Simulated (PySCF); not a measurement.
NMR parameters from quadrupole coupling constants

Species: C₅H₁₆NOPSi.
Numbering: `[CH3:1][CH:2]([CH3:3])[P@:4](=[NH:5])([CH2:6][OH:7])[CH2:8][SiH3:9]` (hydrogens: H10, H11, H12 on C1; H13 on C2; H14, H15, H16 on C3; H17 on N5; H18, H19 on C6; H20 on O7; H21, H22 on C8; H23, H24, H25 on Si9)

Structure used (GFN2-xTB), in Å, numbered top down from 1:
```xyz
25
C5H16NOPSi angstrom
C     -2.0813   -0.8992   -0.8264
C     -0.7000   -0.9772   -0.1910
C     -0.7308   -1.7468    1.1220
P     -0.1518    0.7842    0.1184
N     -1.1483    1.7690    0.8075
C      0.0595    1.5362   -1.5515
O     -1.1307    2.1361   -1.9511
C      1.5655    0.6425    0.7710
Si     2.7964   -0.3998   -0.2369
H     -2.4592   -1.8939   -1.0583
H     -2.0523   -0.3116   -1.7425
H     -2.7742   -0.4148   -0.1394
H      0.0061   -1.4461   -0.8839
H     -1.3461   -1.2164    1.8496
H      0.2706   -1.8627    1.5334
H     -1.1580   -2.7379    0.9740
H     -1.3949    1.5688    1.7654
H      0.3397    0.7853   -2.2982
H      0.8758    2.2777   -1.4792
H     -1.5519    2.4577   -1.1345
H      1.9087    1.6782    0.8483
H      1.4861    0.2669    1.7942
H      4.1103   -0.1828    0.3680
H      2.8030    0.0291   -1.6348
H      2.4470   -1.8184   -0.1387
```

Computed at PBE0/pcSseg-1 (PySCF, non-relativistic):

```tsv
atom	environment	nucleus	spin I	Q (b)	CQ = χzz (MHz)	η
N5	nitrogen bonded to P and H	14N	1	0.02044	3.066	0.927
O7	alcohol oxygen	17O	5/2	-0.0256	11.578	0.928
```

Which field gradients stand behind these couplings (CQ in MHz = 234.96 × Q in b × Vzz in au)?

Vxx = −Vzz(1 − η)/2 and Vyy = −Vzz(1 + η)/2, in au:

```tsv
atom	Vxx (au)	Vyy (au)	Vzz (au)	Vzz (10²¹ V/m²)
N5	-0.023	-0.615	0.638	6.20
O7	0.069	1.856	-1.925	-18.70
```

Give the quadrupolar product PQ = |CQ|√(1 + η²/3), the quadrupolar frequency νQ = 3|CQ|/[2I(2I − 1)] and the Larmor frequency ν0 = |g| × 7.62259 MHz/T × B at 9.4 T, with g(14N) = 0.40376, g(17O) = −0.75752.

| atom | PQ (MHz) | νQ (MHz) | ν0 (MHz) | νQ/ν0 |
| --- | --- | --- | --- | --- |
| N5 | 3.478 | 4.600 | 28.93 | 0.159 |
| O7 | 13.14 | 1.737 | 54.28 | 0.032 |

For N5: PQ = 3.066 × 1.1343, νQ = 3.066 × 1.5000, ν0 = 3.0777 MHz/T × 9.4 T.

Second-order quadrupolar shift of the central transition's centre of gravity (half-integer spins, νQ < ν0/10) at 9.4 and 14.1 T.

δ = −(3/40)(PQ/ν0)² [I(I + 1) − 3/4]/[I²(2I − 1)²], in ppm:

```tsv
site	9.4 T	14.1 T
17O at O7	-351	-156
```

Take a correlation time of 8 ps, isotropic tumbling and extreme narrowing. What quadrupolar relaxation rates and linewidths follow?

Rate = (3π²/10) PQ² τc (2I + 3)/[I²(2I − 1)], the same for T1 and T2; width = rate/π.

| site | spin factor (2I + 3)/[I²(2I − 1)] | 1/T1 (s⁻¹) | T1 (ms) | linewidth (Hz) |
| --- | --- | --- | --- | --- |
| 14N at N5 | 5.000 | 1430 | 0.698 | 456 |
| 17O at O7 | 0.320 | 1310 | 0.765 | 416 |

The structure is a single GFN2-xTB conformer in the gas phase; no vibrational or solvent corrections. GFN2-xTB bond lengths can be off by several hundredths of an ångström, more for odd bonds, and the gradients follow them. With so small a basis the couplings can be 20 % off.
